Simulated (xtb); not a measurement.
Input file for xtb: GFN2-xTB on BFH2Se (SMILES FB[SeH]), a point of a bond scan (R = 1.457 Å).

```
$ xtb mol.xyz --gfn 2 --sp --chrg 0 --uhf 0
5

B     -0.50635411    -0.90180536     0.69980998
F      0.53418172    -1.67152430     1.36881141
H     -1.64886171    -1.18176115     0.86909359
Se     0.04580074     0.56405598    -0.45090094
H     -1.33288088     0.92683336    -0.80944951
```

Q: Give the final energy of this run.

A: -10.2063 hartree.
